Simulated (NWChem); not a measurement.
System: C₆H₅ cation

Excerpt of the output:

```
             Northwest Computational Chemistry Package (NWChem) 7.3.0
             --------------------------------------------------------

                             Geometry "geometry" -> ""
                             -------------------------

 Output coordinates in angstroms (scale by  1.889725989 to convert to a.u.)

  No.       Tag          Charge          X              Y              Z
 ---- ---------------- ---------- -------------- -------------- --------------
    1 C                    6.0000     0.00000000     0.00000000    -1.17745200
    2 C                    6.0000     1.27422100     0.00000000    -0.81162600
    3 C                    6.0000     1.21239400     0.00000000     0.61670300
    4 C                    6.0000     0.00000000     0.00000000     1.30273200
    5 C                    6.0000    -1.21239400     0.00000000     0.61670300
    6 C                    6.0000    -1.27422100     0.00000000    -0.81162600
    7 H                    1.0000     2.19868700     0.00000000    -1.39339700
    8 H                    1.0000     2.17946100     0.00000000     1.13270900
    9 H                    1.0000     0.00000000     0.00000000     2.39459800
   10 H                    1.0000    -2.17946100     0.00000000     1.13270900
   11 H                    1.0000    -2.19868700     0.00000000    -1.39339700

 Effective nuclear repulsion energy (a.u.)     196.0579606011

                                 NWChem DFT Module
                                 -----------------

 Summary of "ao basis" -> "ao basis" (spherical)
 ------------------------------------------------------------------------------
       Tag                 Description            Shells   Functions and Types
 ---------------- ------------------------------  ------  ---------------------
 C                           6-31g*                  6       14   3s2p1d
 H                           6-31g*                  2        2   2s

 in cosmo_initialize ...

 solvent parameters
 solvname_short: unkn
 solvname_long:  unknown
 dielec:        1.5000

          ---------------
          -cosmo- solvent
          ---------------
 Cosmo: York-Karplus, doi: 10.1021/jp992097l
 dielectric constant -eps-     =   1.50
 screen = (eps-1)/(eps    )    =   0.33333
 surface charge correction     = lagrangian

   van der Waals surface
 --------------------------

 ---------- ATOMIC COORDINATES (A.U.) ------------ VDWR(ANG.) --
     1    0.00000000    0.00000000   -2.22506164     2.000
     2    2.40792854    0.00000000   -1.53375075     2.000
     3    2.29109245    0.00000000    1.16539969     2.000
     4    0.00000000    0.00000000    2.46180652     2.000
     5   -2.29109245    0.00000000    1.16539969     2.000
     6   -2.40792854    0.00000000   -1.53375075     2.000
     7    4.15491596    0.00000000   -2.63313852     1.300
     8    4.11858409    0.00000000    2.14050963     1.300
     9    0.00000000    0.00000000    4.52513407     1.300
    10   -4.11858409    0.00000000    2.14050963     1.300
    11   -4.15491596    0.00000000   -2.63313852     1.300
 number of segments per atom =         32
 number of   points per atom =         32
 atom (   nspa,  nppa )
 ----------------------
    1 (     16,     0 )       0
    2 (     14,     0 )       0
    3 (     14,     0 )       0
    4 (     12,     0 )       0
    5 (     14,     0 )       0
    6 (     14,     0 )       0
    7 (     16,     0 )       0
    8 (     16,     0 )       0
    9 (     16,     0 )       0
   10 (     16,     0 )       0
   11 (     16,     0 )       0
 number of -cosmo- surface points =      164
 molecular surface =    133.265 angstrom**2
 molecular volume  =    107.727 angstrom**3
 G(cav/disp)       =      1.526 kcal/mol
 -lineq- algorithm             =   0
 -bem- low  level              =   2
 -bem- from -octahedral-
 gaussian surface charge width =   4.50000
 degree of switching           =   1.00000
 switching function tolerance  =   0.00010
 atomic radii =
 --------------
    1  6.000  2.000
    2  6.000  2.000
    3  6.000  2.000
    4  6.000  2.000
    5  6.000  2.000
    6  6.000  2.000
    7  1.000  1.300
    8  1.000  1.300
    9  1.000  1.300
   10  1.000  1.300
   11  1.000  1.300
 ...... end of -cosmo- initialization ......

[...]

                                   COSMO solvation results
                                   -----------------------

                 gas phase energy =      -230.975286296591
                 sol phase energy =      -231.005993475964
 (electrostatic) solvation energy =         0.030707179373 (   19.27 kcal/mol)

                       DFT Final Molecular Orbital Analysis
                       ------------------------------------

 Vector   18  Occ=2.000000D+00  E=-5.404627D-01
              MO Center=  1.9D-08, -7.4D-11,  5.6D-01, r^2= 3.7D+00
   Bfn.  Coefficient  Atom+Function         Bfn.  Coefficient  Atom+Function
  ----- ------------  ---------------      ----- ------------  ---------------
    31      0.315997   3 C  px               59      0.315997   5 C  px
    45     -0.259588   4 C  px                3      0.195728   1 C  px
    87      0.196657   8 H  s                91     -0.196657  10 H  s
    35      0.143406   3 C  px               63      0.143406   5 C  px
    88      0.139066   8 H  s                92     -0.139066  10 H  s

 Vector   19  Occ=2.000000D+00  E=-4.420959D-01
              MO Center=  1.1D-08,  5.1D-10,  3.8D-01, r^2= 2.5D+00
   Bfn.  Coefficient  Atom+Function         Bfn.  Coefficient  Atom+Function
  ----- ------------  ---------------      ----- ------------  ---------------
    46      0.373552   4 C  py                4     -0.324621   1 C  py
    50      0.241197   4 C  py               32      0.232794   3 C  py
    60      0.232794   5 C  py                8     -0.187955   1 C  py
    36      0.156498   3 C  py               64      0.156498   5 C  py
    18     -0.119590   2 C  py               74     -0.119590   6 C  py

 Vector   20  Occ=2.000000D+00  E=-4.406045D-01
              MO Center= -1.0D-08, -2.8D-09, -1.9D-01, r^2= 3.0D+00
   Bfn.  Coefficient  Atom+Function         Bfn.  Coefficient  Atom+Function
  ----- ------------  ---------------      ----- ------------  ---------------
    18      0.322367   2 C  py               74     -0.322367   6 C  py
    32      0.279148   3 C  py               60     -0.279148   5 C  py
    22      0.220800   2 C  py               78     -0.220800   6 C  py
    36      0.183638   3 C  py               64     -0.183638   5 C  py
    10      0.031060   1 C  d -2

 Vector   21  Occ=0.000000D+00  E=-2.839385D-01
              MO Center= -1.1D-09,  4.9D-11, -1.0D+00, r^2= 2.3D+00
   Bfn.  Coefficient  Atom+Function         Bfn.  Coefficient  Atom+Function
  ----- ------------  ---------------      ----- ------------  ---------------
     5      0.578209   1 C  pz                9      0.478609   1 C  pz
    48     -0.180226   4 C  s                33      0.176022   3 C  pz
    61      0.176022   5 C  pz               88      0.141752   8 H  s
    92      0.141752  10 H  s                37      0.134524   3 C  pz
    65      0.134524   5 C  pz               86      0.128009   7 H  s

 Vector   22  Occ=0.000000D+00  E=-1.793524D-01
              MO Center= -1.7D-09, -1.5D-09, -1.9D-03, r^2= 3.3D+00
   Bfn.  Coefficient  Atom+Function         Bfn.  Coefficient  Atom+Function
  ----- ------------  ---------------      ----- ------------  ---------------
    36     -0.399397   3 C  py               64      0.399397   5 C  py
    22      0.363960   2 C  py               78     -0.363960   6 C  py
    32     -0.346707   3 C  py               60      0.346707   5 C  py
    18      0.309499   2 C  py               74     -0.309499   6 C  py
    10      0.037429   1 C  d -2             52     -0.033082   4 C  d -2

 Vector   23  Occ=0.000000D+00  E=-1.543390D-01
              MO Center=  8.4D-10,  4.4D-11, -2.3D-02, r^2= 3.1D+00
   Bfn.  Coefficient  Atom+Function         Bfn.  Coefficient  Atom+Function
  ----- ------------  ---------------      ----- ------------  ---------------
     8      0.473488   1 C  py               50      0.453456   4 C  py
     4      0.399280   1 C  py               46      0.356290   4 C  py
    22     -0.289440   2 C  py               78     -0.289440   6 C  py
    36     -0.228862   3 C  py               64     -0.228862   5 C  py
    18     -0.216277   2 C  py               74     -0.216277   6 C  py

     Multipole analysis of the density
     ---------------------------------

     L   x y z        total         alpha         beta         nuclear
     -   - - -        -----         -----         ----         -------
     0   0 0 0      1.000000    -20.000000    -20.000000     41.000000

     1   1 0 0      0.000000      0.000000      0.000000      0.000000
     1   0 1 0      0.000000      0.000000      0.000000      0.000000
     1   0 0 1     -0.525830     -0.532981     -0.532981      0.540133

     2   2 0 0    -11.550997   -106.284907   -106.284907    201.018817
     2   1 1 0      0.000000      0.000000      0.000000      0.000000
     2   1 0 1      0.000000      0.000000      0.000000      0.000000
     2   0 2 0    -26.587696    -13.293848    -13.293848      0.000000
     2   0 1 1      0.000000      0.000000      0.000000      0.000000
     2   0 0 2    -14.890624    -84.496390    -84.496390    154.102156
```

Level: PBE0/6-31G* (spherical d), COSMO on the gas-phase geometry. Structure relaxed at the PBE0/def2-SVP level. COSMO prints the solvation energy as gas minus solution, so a positive value is a stabilisation.

**Question.** Write an input that gives this output.

**Answer.** One answer among several that fit: the input that was run:
```
start job
memory heap 200 mb stack 700 mb global 900 mb
charge 1
geometry units angstroms noautosym nocenter noautoz
  C      0.000000     0.000000    -1.177452
  C      1.274221     0.000000    -0.811626
  C      1.212394     0.000000     0.616703
  C      0.000000     0.000000     1.302732
  C     -1.212394     0.000000     0.616703
  C     -1.274221     0.000000    -0.811626
  H      2.198687     0.000000    -1.393397
  H      2.179461     0.000000     1.132709
  H      0.000000     0.000000     2.394598
  H     -2.179461     0.000000     1.132709
  H     -2.198687     0.000000    -1.393397
end
basis spherical
  C library 6-31g*
  H library 6-31g*
end
dft
  xc pbe0
  iterations 150
end
cosmo
  dielec 1.5
end
task dft energy
```
